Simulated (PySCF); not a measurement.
# Löwdin shares of the frontier orbitals

Species: C6H9ClO.
Numbering: `[Cl:1][CH2:2][C@@H:3]1[CH2:4][CH2:5][C@H:6]2[O:7][C@@H:8]12` (hydrogens: H9, H10 on C2; H11 on C3; H12, H13 on C4; H14, H15 on C5; H16 on C6; H17 on C8)

Structure used (GFN2-xTB), in Å, numbered top down from 1:
```xyz
17
C6H9ClO angstrom
Cl     2.7047    0.7077    1.5386
C      1.6456   -0.4699    0.7204
C      0.8316    0.2064   -0.3755
C     -0.2055    1.2005    0.1817
C     -1.4892    0.3925    0.4322
C     -1.4098   -0.7206   -0.5900
O     -1.0453   -0.3081   -1.8777
C     -0.0326   -0.8342   -1.0722
H      2.2954   -1.2426    0.3091
H      0.9985   -0.9007    1.4841
H      1.5098    0.6986   -1.0770
H     -0.4026    1.9619   -0.5717
H      0.1575    1.6908    1.0824
H     -2.3811    1.0038    0.3055
H     -1.5066   -0.0434    1.4322
H     -2.0869   -1.5636   -0.5313
H      0.4095   -1.7670   -1.4008
```

Theory: TDDFT PBE0/def2-SVPD, vertical, gas phase, core orbitals frozen in the response (PySCF).

Kohn–Sham orbitals with the atoms that hold most of them (Löwdin shares over 4%, at most four atoms; ? is withheld):

```json
{"orbital": "LUMO+2", "ε (eV)": "1.15", "atoms": "Cl1 18%, H11 11%, H9 8%, H15 8%"}
{"orbital": "LUMO+1", "ε (eV)": "0.70", "atoms": "Cl1 22%, C2 13%, C5 9%, H15 8%"}
{"orbital": "LUMO", "ε (eV)": "0.36", "atoms": "?"}
{"orbital": "HOMO", "ε (eV)": "-7.89", "atoms": "?"}
{"orbital": "HOMO-1", "ε (eV)": "-8.49", "atoms": "Cl1 27%, O7 15%, C8 13%, C6 12%"}
{"orbital": "HOMO-2", "ε (eV)": "-8.55", "atoms": "Cl1 72%, C2 12%, H9 4%"}
{"orbital": "HOMO-3", "ε (eV)": "-8.71", "atoms": "Cl1 46%, O7 13%, C6 10%, C8 9%"}
```

(1) Which atoms hold the HOMO, and with what shares?

(2) Give the leading atoms of the LUMO.

(3) How does S1 compare with the orbital gap of 8.25 eV?

(4) One configuration dominates each of S1 and S2. Which, and how do the shares of the two leading atoms of either orbital change from the occupied to the empty one?

Answers

(1) O7 (bonded to 2 C) 52%; C8 (bonded to 2 C, O and H) 10%; C6 (bonded to 2 C, O and H) 10%; C3 (bonded to 3 C and H) 7%. By element: oxygen 52%, carbon 27% or more.

(2) Cl1 (bonded to C) 40%; C2 (bonded to C, Cl and 2 H) 18%; H10 (bonded to C) 7%; H9 (bonded to C) 7%. By element: chlorine 40%, carbon 18% or more, hydrogen 14% or more.

(3) S1 is at 7.15 eV (f = 0.011), 1.10 eV below the gap, made of HOMO→LUMO (82%). 

(4) 
- S1 (7.15 eV, f 0.011), HOMO→LUMO (82%): O7 52% → at most 7%, C8 10% → at most 7%, Cl1 at most 8% → 40%, C2 at most 8% → 18%
- S2 (7.34 eV, f 0.0031), HOMO-2→LUMO (79%): Cl1 72% → 40%, C2 12% → 18%

One conformer stands for the species.
